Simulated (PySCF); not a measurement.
Geometry:
| atom | x (Å) | y (Å) | z (Å) |
| --- | --- | --- | --- |
| Si1 | 0.543 | 0.891 | 0.836 |
| Cl2 | 0.496 | 0.910 | 2.882 |
| Cl3 | 2.493 | 0.921 | 0.196 |
| Cl4 | -0.300 | 2.611 | 0.098 |
| N5 | -0.286 | -0.490 | 0.324 |
| C6 | -0.506 | -0.878 | -1.051 |
| H7 | -0.634 | -1.125 | 1.032 |
| H8 | -1.579 | -0.964 | -1.289 |
| H9 | -0.087 | -0.117 | -1.726 |
| H10 | -0.017 | -1.835 | -1.298 |

PySCF 2.14.0 with density-fitted response routines calculation with PBE0-D3(BJ)/def2-SVP geometry and KT2/pcSseg-1 with gauge-including orbitals; relativity neglected, no solvent model, averaged over atoms made equivalent by symmetry, fast rotation or ring inversion, a single conformation.

References, each an isolated molecule treated in the same way: TMS for $^{13}$C (183.22 ppm) and $^{1}$H (31.18 ppm) and $^{29}$Si (361.05 ppm); $^{35}$Cl (942.74 ppm) against HCl; $^{15}$N (264.30 ppm) vs NH3.

```csv
atoms,nucleus,count,δ (ppm)
Cl2/Cl3/Cl4,$^{35}$Cl,3,162
C6,$^{13}$C,1,29.7
H7,$^{1}$H,1,?
Si1,$^{29}$Si,1,-5.5
N5,$^{15}$N,1,61.9
H8/H9/H10,$^{1}$H,3,?
```

Problem. Complete the table.

Solution. 
- H8/H9/H10: 2.70 ppm, hydrogen on a carbon bonded to N
- H7: 1.26 ppm, hydrogen on a nitrogen bonded to C, Si

Exchangeable OH/NH protons stand at their gas-phase positions; hydrogen bonding in a real sample shifts them, mostly to higher δ. Shifts are as computed. Against solution values, carbons near 30 ppm lie about +2 ppm off and those near 130 ppm about -5 ppm. Of 1309 compounds with measured shifts, 239 miss one by over three times the rms of a fit or turn the order of signals round; such compounds aren't used in these exercises. The averaged Cl atoms aren't alike in the static structure (σ from 763 to 808 ppm); the average presumes fast exchange among these sites. Experimental scales use liquid or dissolved standards, which lie at an offset from isolated NH3 (liquid NH3: subtract about 20 ppm).
